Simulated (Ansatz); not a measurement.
Ansatz (a program for electronic structure) input for FeO₄, SMILES [O]=[Fe](=[O])(=[O])=[O], multiplicity 1, PBE-D3(BJ)/def2-SVP. 

Ansatz 0.2 input:
```yaml
crystal:
  periodic: [false, false, false]
  atoms:
    - {symbol: Fe, position_ang: [0.00000000, 0.00000000, 0.00000000]}
    - {symbol: O, position_ang: [-0.89693594, 0.89693594, -0.89693594]}
    - {symbol: O, position_ang: [0.89693594, 0.89693594, 0.89693594]}
    - {symbol: O, position_ang: [0.89693594, -0.89693594, -0.89693594]}
    - {symbol: O, position_ang: [-0.89693594, -0.89693594, 0.89693594]}
basis:
  gaussian:
    orbitals: def2-SVP
hamiltonian:
  xc: pbe
  dispersion: d3bj
relax: {f_tol: 0.002, max_steps: 200}
```

Program output:

```
WARN ansatz: RAYON_NUM_THREADS=1 ignored (pool sized by the plan → 1); use --threads N
Functional definition: PBE
integrals: 0.04 GiB planned
952 factors; their error is unknown
mean field: 0.22 GiB planned
mean field evaluation 1: about -42492.4420 eV, gradient 2.0e2 eV
mean field evaluation 2: about -42090.9003 eV, gradient 4.1e2 eV
mean field evaluation 4: about -42259.7814 eV, gradient 3.5e2 eV
mean field evaluation 8: about -42545.8079 eV, gradient 3.1e1 eV
mean field evaluation 16: about -42547.5978 eV, gradient 4.0e-2 eV
mean field -42547.57293990 eV, -1563.5944657607 hartree, gradient 2.3e-5 eV, S^2 0.000000; 0 other end points of the search recorded, 0 dependent functions left out
the calculation of the forces begins
reference -42547.57301679 eV, -1563.5944685861 hartree; 29, 29 occupied and 58, 58 virtual orbitals, 952 factors
relax step   1: F+E_penalty+E_count = -42547.66781914 eV  Δ(F+E_penalty+E_count) = +0.000e0 eV  max|allowed force component| = 1.019e0 eV/Å  Δτ_max = 0.0000 Å  (37 SCF iters, accepted)
these checks for a lower state are left out or cut short: starts, cluster_reference, orbital_swaps, neighbouring_geometries, increment
integrals: 0.04 GiB planned
952 factors; their error is unknown
mean field: 0.22 GiB planned
mean field evaluation 32: about -42547.6623 eV, gradient 2.3e-5 eV
mean field -42547.66231759 eV, -1563.5977503301 hartree, gradient 2.3e-5 eV, S^2 0.000000; 0 other end points of the search recorded, 0 dependent functions left out
the calculation of the forces begins
reference -42547.66239472 eV, -1563.5977531647 hartree; 29, 29 occupied and 58, 58 virtual orbitals, 952 factors
relax step   2: F+E_penalty+E_count = -42547.75682083 eV  Δ(F+E_penalty+E_count) = -8.900e-2 eV  max|allowed force component| = 4.841e-1 eV/Å  Δτ_max = 0.0172 Å  (26 SCF iters, accepted)
these checks for a lower state are left out or cut short: starts, cluster_reference, orbital_swaps, neighbouring_geometries, increment
integrals: 0.04 GiB planned
952 factors; their error is unknown
mean field: 0.22 GiB planned
mean field -42547.69113530 eV, -1563.5988093613 hartree, gradient 2.2e-5 eV, S^2 0.000000; 0 other end points of the search recorded, 0 dependent functions left out
the calculation of the forces begins
reference -42547.69121261 eV, -1563.5988122025 hartree; 29, 29 occupied and 58, 58 virtual orbitals, 952 factors
relax step   3: F+E_penalty+E_count = -42547.78527259 eV  Δ(F+E_penalty+E_count) = -2.845e-2 eV  max|allowed force component| = 3.469e-2 eV/Å  Δτ_max = 0.0161 Å  (26 SCF iters, accepted)
these checks for a lower state are left out or cut short: starts, cluster_reference, orbital_swaps, neighbouring_geometries, increment
integrals: 0.04 GiB planned
952 factors; their error is unknown
mean field: 0.22 GiB planned
mean field -42547.69132332 eV, -1563.5988162711 hartree, gradient 5.1e-5 eV, S^2 0.000000; 0 other end points of the search recorded, 0 dependent functions left out
the calculation of the forces begins
reference -42547.69140065 eV, -1563.5988191128 hartree; 29, 29 occupied and 58, 58 virtual orbitals, 952 factors
relax step   4: F+E_penalty+E_count = -42547.78542997 eV  Δ(F+E_penalty+E_count) = -1.574e-4 eV  max|allowed force component| = 1.667e-4 eV/Å  Δτ_max = 0.0013 Å  (20 SCF iters, accepted)
integrals: 0.04 GiB planned
952 factors; their error is unknown
mean field: 0.22 GiB planned
mean field -42547.69132332 eV, -1563.5988162711 hartree, gradient 5.1e-5 eV, S^2 0.000000; 1 other end points of the search recorded, 0 dependent functions left out
the calculation of the forces begins
reference -42547.69140065 eV, -1563.5988191128 hartree; 29, 29 occupied and 58, 58 virtual orbitals, 952 factors
Total energy: -42547.78550730 eV, -1563.6022774685 hartree
Atom 0 at    -0.000000    -0.000000     0.000000 Å, force    -0.000000     0.000000    -0.000000 eV/Å
Atom 1 at    -0.916910     0.916910    -0.916910 Å, force     0.000167    -0.000167     0.000167 eV/Å
Atom 2 at     0.916910     0.916910     0.916910 Å, force    -0.000167    -0.000167    -0.000167 eV/Å
Atom 3 at     0.916910    -0.916910    -0.916910 Å, force    -0.000167     0.000167     0.000167 eV/Å
Atom 4 at    -0.916910    -0.916910     0.916910 Å, force     0.000167     0.000167    -0.000167 eV/Å
Dipole moment:     0.000000    -0.000000    -0.000000 e Å
```

Self-consistency was reached.
